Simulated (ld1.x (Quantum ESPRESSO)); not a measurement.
## Sn: variants of one TM potential

Base potential:

```json
{
 "Element": "tin (Sn)",
 "Generator": "ld1.x (Quantum ESPRESSO) 7.5",
 "Type": "norm-conserving Troullier–Martins (Kleinman–Bylander form)",
 "Functional": "Wu–Cohen",
 "Relativity": "scalar-relativistic",
 "Frozen core": "[Kr] 4d10",
 "Valence charge": "4",
 "Reference configuration": "5s2 5p2",
 "Partial waves": "5p (bound): rc 2.50 bohr; 5s (bound): rc 2.05 bohr",
 "Local potential": "the s channel",
 "Core correction": "none"
}
```

All-electron outer shells of the reference configuration (Wu–Cohen, scalar-relativistic, ld1.x):

```csv
shell,level (eV),outermost node (bohr),outermost maximum (bohr)
4p,-89.58,0.41,0.79
4d,-25.77,0.39,0.88
5s,-10.61,0.98,2.01
5p,-3.70,1.09,2.55
```

Cutoffs, loose and tight: the cutoffs (Ry, on a coarse ladder) from which the occupation-weighted sum of valence levels, in a spherical-Bessel basis at the reference potential, stays within 10 and 1 mRy of its value at 400 Ry. They do not see the model core or the augmentation charge, which bear on the density cutoff. Test errors are all-electron minus pseudo excitation energies from the reference, over the configurations 5s2 5p1; 5s2 5p0; 5s1 5p0; 5s2 5p1.5; 5s2 5p2.3; 5s1 5p2; 5s0 5p4. A dash means not determined; rows that change the core or the reference have their own tests.

A true bound ghost makes a file unfit for plane-wave use even where its test errors are small: the radial tests pick states by their node count and pass the ghost by.

| change | outcome | cutoff, loose | cutoff, tight | bound ghosts | largest test error (meV) |
| --- | --- | --- | --- | --- | --- |
| base | generated | 21 Ry | 30 Ry | none | +46 |
| all radii scaled by about 0.93 (s 1.90, p 2.32 bohr) | generated | 21 Ry | 30 Ry | none | +46 |
| wave 5p (bound): rc 2.50 bohr becomes 5p (bound): rc 3.60 bohr | generated | 21 Ry | 30 Ry | none | -106 |
| core correction a·sin(br)/r model core inside 0.88 bohr | generated | 21 Ry | 30 Ry | none | -365 |
| wave 5s (bound): rc 2.05 bohr becomes 5s (bound): rc 2.80 bohr | generated | 12 Ry | 21 Ry | none | +24 |

Q: What comes out with this change to the base: functional LDA (PZ)?

A: outcome: generated; cutoff, loose: 21 Ry; cutoff, tight: 30 Ry; bound ghosts: none; largest test error (meV): +301.

Q: What comes out with this change to the base: reference 5s2 5p1?

A: outcome: generated; cutoff, loose: 21 Ry; cutoff, tight: 30 Ry; bound ghosts: d; largest test error (meV): +47.
